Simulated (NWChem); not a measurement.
A series in which one site is exchanged, each optimised at PBE0/def2-SVP with NWChem, gas phase unless a solvent is named. All stand in one matching conformer (torsions within 35°), which need not be the lowest. Low-valent species are run as closed-shell singlets; no triplet was tried in these runs. Some are not confirmed as minima by frequencies. def2 effective core potentials on I; no spin-orbit coupling.

A: C[O][Ge][I] (CH3GeIO; site = I)
B: C[O][Ge][F] (CH3FGeO; site = F)
C: C[O][Ge][Cl] (CH3ClGeO; site = Cl)
D: C[O][GeH] (CH4GeO; site = H)

Values for A:

```
Property                                                   Value
---------------------------------------------------------  -----
dipole (D), PBE0/def2-SVP                                   1.66
orbital gap (eV), PBE0/def2-SVP                             4.86
vertical ionisation energy, ΔSCF, CAM-B3LYP/def2-SVP (eV)   9.38
static polarisability, CAM-B3LYP/def2-SVPD (bohr³)          87.3
lowest singlet excitation, CAM-B3LYP/def2-SVPD, TDA (eV)    3.87
```

Task: How do these values change for the other members?

Result: 
```tsv
change from A	B	C	D
dipole (D), PBE0/def2-SVP	-0.96	-0.50	-0.61
orbital gap (eV), PBE0/def2-SVP	+1.44	+0.89	-0.15
vertical ionisation energy, ΔSCF, CAM-B3LYP/def2-SVP (eV)	+1.25	+0.91	-0.05
static polarisability, CAM-B3LYP/def2-SVPD (bohr³)	-40.3	-24.8	-36.0
lowest singlet excitation, CAM-B3LYP/def2-SVPD, TDA (eV)	+1.45	+1.02	-0.46
```
